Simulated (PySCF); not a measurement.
## Relaxation of singlet ZnI₂

These are results of PBE0/[Zn def2-TZVP, I def2-TZVP with ECP28], scalar-relativistic core potentials, density fitting, no spin–orbit coupling, PySCF, not measurements. A (50,194) grid was used.

A hand-made bent start, of C2v symmetry, held to at least that symmetry:

```xyz
3
charge 0 multiplicity 1, angstrom
Zn    0.0000    0.0000   -1.1500
I     2.0561    0.0000    0.2897
I    -2.0561    0.0000    0.2897
```

Optimiser trace:
| step | E − E(last) (kJ/mol) | largest gradient (Eh/bohr) |
| --- | --- | --- |
| 0 | 91.74 | 0.02831 |
| 1 | 66.58 | 0.02144 |
| 2 | 32.47 | 0.01453 |
| 3 | 12.37 | 0.01146 |
| 4 | 6.35 | 0.01084 |
| 5 | 1.88 | 0.00496 |
| 6 | 0.04 | 0.00057 |
| 7 | 0.00 | 0.00018 |
| 8 | 0.00 | 0.00009 |

It ends at D∞h with Zn–I 2.418 Å (×2); I–Zn–I 180.0° (after a last refinement on a finer grid). A frequency run shows a minimum. Other isomers or separated fragments may lie lower.

Final geometry:
Coordinates in bohr (charge 0 multiplicity 1):
```
Zn    0.0000    0.0000    0.0000
I     4.5697    0.0000    0.0000
I    -4.5697    0.0000    0.0000
```
